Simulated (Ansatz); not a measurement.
Cartesian coordinates in Å:
```
B 0.577 0.527 -0.527
C -0.389 -0.350 0.358
F -1.480 -0.822 -0.312
F 0.215 -1.424 0.943
H 1.726 0.603 -0.223
H 0.118 1.172 -1.416
H -0.767 0.293 1.176
```

Charge 0, multiplicity 1.

**Question.** List the CAM-B3LYP/def2-TZVPP orbital energies in eV (the Gaussian-basis code of Ansatz). (Best estimate.)

**Answer.** The calculation gave: Occupied: -673.84, -673.84, -282.88, -186.63, -36.31, -34.72, -21.54, -17.53, -17.00, -16.81, -14.69, -13.72, -13.08, -13.07, -11.92, -10.60. Lowest empty: -1.35, 1.96, 2.75, 3.24, 3.53, 3.61, 4.63, 5.27.
